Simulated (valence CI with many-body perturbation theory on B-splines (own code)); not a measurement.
Values are calculated unless marked as measured or tabulated.
# Cl¹¹⁺: what the settings do

Level of theory: relativistic CI+MBPT: four valence electrons over a frozen Dirac-Fock core [He], radial functions for each j: 6 s, 6 p, 5 d, 3 f, 1 g, with the one-electron correlation potential Σ1 (screened to all orders), the two-electron term Σ2, the three-electron term Σ3, Breit, model QED; selected single and double excitations, second order for the rest, scaled by the run's own slope (own B-spline code, finite nucleus).

No measured levels were compared; by estimate levels of excited configurations hold to 0.05 to 0.15 % of their energy, terms of the ground configuration to about 0.5 %.

The reference run has the lowest level 2s²2p² ³P_0 and an ionisation energy of 591.870 eV. Its largest variational space holds 11235 state functions.

```csv
Level,Reference (cm⁻¹),Shift (cm⁻¹)
2s²2p² ³P_1,7217,-2.5
2s²2p² ³P_2,16608,+3.9
2s²2p² ¹D_2,75865,+219
2s²2p² ¹S_0,147457,+415
2s2p³ ⁵S°_2,205610,-188
2s2p³ ³D°_2,388356,+221
2s2p³ ³D°_1,388759,+221
2s2p³ ³D°_3,389019,+219
2s2p³ ³P°_0,455748,+337
2s2p³ ³P°_1,455906,+337
2s2p³ ³P°_2,456646,+336
2s2p³ ¹D°_2,577848,+693
```

The ionisation energy moves by +0.055 eV.

**Question.** Which of these changes was made?
A. core polarisation of operators on → off
B. shift of the energy in Σ1 (hartree) 0 → 1.25; scale of Σ1 1 → 0; scale of Σ2 1 → 0; three-electron term on → off
C. three-electron term on → off

**Answer.** C. three-electron term on → off.
